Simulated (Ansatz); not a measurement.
Start from `C=CB(C)BCl` and change one atom or group to get `C=C[B](C)[GaH][F]`.

Ansatz, PBE0-D4/def2-TZVP geometries, multiplicity 1. Each molecule was computed in one conformer, which needn't be the lowest.

Scalar relativity is left out up to krypton.

| property | `C=CB(C)BCl` |
| --- | --- |
| HOMO energy (PBE0/def2-TZVPP) / eV | -7.48 |
| HOMO–LUMO gap (PBE/def2-TZVPP) / eV | 3.40 |
| LUMO energy (ωB97M-V/def2-TZVPP) / eV | 0.17 |
| HOMO–LUMO gap (ωB97M-V/def2-TZVPP) / eV | 9.86 |
| HOMO–LUMO gap (B3LYP/def2-TZVPP) / eV | 5.26 |
| HOMO energy (B3LYP/def2-TZVPP) / eV | -7.29 |

Question: What does the change do to each property? (Estimate.)

Answer: Computed: 
```json
{"property": "HOMO energy (PBE0/def2-TZVPP) / eV", "`C=C[B](C)[GaH][F]`": "-7.22", "shift": "0.26"}
{"property": "HOMO–LUMO gap (PBE/def2-TZVPP) / eV", "`C=C[B](C)[GaH][F]`": "2.90", "shift": "-0.50"}
{"property": "LUMO energy (ωB97M-V/def2-TZVPP) / eV", "`C=C[B](C)[GaH][F]`": "-0.27", "shift": "-0.44"}
{"property": "HOMO–LUMO gap (ωB97M-V/def2-TZVPP) / eV", "`C=C[B](C)[GaH][F]`": "9.06", "shift": "-0.80"}
{"property": "HOMO–LUMO gap (B3LYP/def2-TZVPP) / eV", "`C=C[B](C)[GaH][F]`": "4.62", "shift": "-0.64"}
{"property": "HOMO energy (B3LYP/def2-TZVPP) / eV", "`C=C[B](C)[GaH][F]`": "-7.05", "shift": "0.24"}
```

With PBE0 the HOMO rises by 0.26 eV and the LUMO falls by 0.40 eV, so the gap narrows by about 0.66 eV. PBE moves the HOMO by 0.13 eV and ωB97M-V by 0.36 eV.

B3LYP here is the variant with VWN-RPA as its local correlation; programs differ in this.
